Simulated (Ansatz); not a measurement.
`C=C[SiH2]Br` + `N[SiH3]` → `C=C[SiH2]N[SiH3]` + HBr at 400 K and 1 bar (ligand exchange at the Si–Br bond).

Program: Ansatz. Geometries: PBE0-D4/def2-TZVP. ΔE: electronic, gas phase. CCSD(T)/CBS is the MP2 limit (def2-TZVPP, def2-QZVPP) plus CCSD(T) − MP2 in def2-TZVPP, frozen cores. This one scheme is used for every species. For Br outer-core shells are correlated without core-valence functions, which leaves a few kJ/mol of doubt a bond. Scalar relativity is left out up to krypton. One conformer a species, not always the lowest.

```
           species  CCSD(T)/CBS energy (Eh)  H − E (kJ/mol)  S (J/(mol·K))
     `C=C[SiH2]Br`              -2941.53535           187.4          360.4
         `N[SiH3]`               -346.80422           153.0          285.3
`C=C[SiH2]N[SiH3]`               -714.40667           305.7          432.0
               HBr              -2573.91920            27.6          207.2
```

H − E and S are ideal-gas, rigid-rotor, harmonic terms from PBE0-D4/def2-TZVP, for one conformer and one mirror image of each species. 1 Eh = 2625.50 kJ/mol, R = 8.31446 J/(mol·K).

Task: By hand: ΔE, ΔH, ΔS and ΔG.

Result: ΔE = (-714.40667) + (-2573.91920) − (-2941.53535) − (-346.80422) = 0.01370 Eh = 36.0 kJ/mol. Δ(H − E) = 305.7 + 27.6 − 187.4 − 153.0 = -7.1, so ΔH = 28.9 kJ/mol. ΔS = 432.0 + 207.2 − 360.4 − 285.3 = -6.5 J/(mol·K). ΔG = 28.9 − 400 × (-6.5)/1000 = 31.5 kJ/mol.

Task: By hand: the equilibrium constant, and the temperature at which ΔG would vanish if ΔH and ΔS stayed fixed.

Result: log₁₀ K = −ΔG/(RT ln 10) = -4.1. ΔH and −TΔS have one sign here, so there is no such temperature.

The number of gas molecules stays the same, so ΔS is small and ΔH decides. A doubt of 5 kJ/mol in ΔE shifts log₁₀ K by 0.7 here. Other conformers and mirror images would add mixing entropy, several J/(mol·K) or more a flexible species. Modes under 60 cm⁻¹, often nearly free rotors, make the harmonic entropy too high. These are equilibria of isolated gas molecules and say nothing of rates. Largest T1 diagnostic: 0.011 (customary marks: 0.02 for closed shells, 0.045 for open ones).

ΔS is within the doubt of such terms, so its sign, and with it that verdict, could turn.
